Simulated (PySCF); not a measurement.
Compound: 2,2-difluorocyclohexanone, C6H8F2O.
Bonds: O1–C2 (double), C2–C3, C3–C4, C4–C5, C5–C6, C6–C7, C7–F8, C7–F9, C2–C7. Hydrogens: H10, H11 on C3; H12, H13 on C4; H14, H15 on C5; H16, H17 on C6.

The closed-shell ground state was solved at several levels (PySCF, density fitting, gas phase, non-relativistic). Geometry: PBE0-D3(BJ)/def2-SVP, one conformer, isolated molecule.

```json
{"level": "CAM-B3LYP/def2-SVPD", "basis functions": "253", "total energy (Eh)": "-507.8278", "HOMO (eV)": "-9.15", "LUMO (eV)": "-0.02", "gap (eV)": "9.13", "dipole (D)": "4.49"}
{"level": "PBE0/pcSseg-1", "basis functions": "193", "total energy (Eh)": "-507.7783", "HOMO (eV)": "-7.56", "LUMO (eV)": "-1.08", "gap (eV)": "6.48", "dipole (D)": "4.15"}
{"level": "B3LYP/pcJ-1", "basis functions": "323", "total energy (Eh)": "-508.3846", "HOMO (eV)": "-7.31", "LUMO (eV)": "-1.32", "gap (eV)": "5.99", "dipole (D)": "4.15"}
```

Question: What might B3LYP/pcSseg-1 (193 basis functions) give for the same quantities?

Answer: Total energy -508.3280 Eh, HOMO -7.32 eV, LUMO -1.33 eV, gap 5.99 eV, dipole 4.11 D.

Question: How far do the dipole and the HOMO energy spread over the levels?

Answer: The dipole runs from 4.11 to 4.49 D (mean 4.22 D) and the HOMO from -9.15 to -7.31 eV.
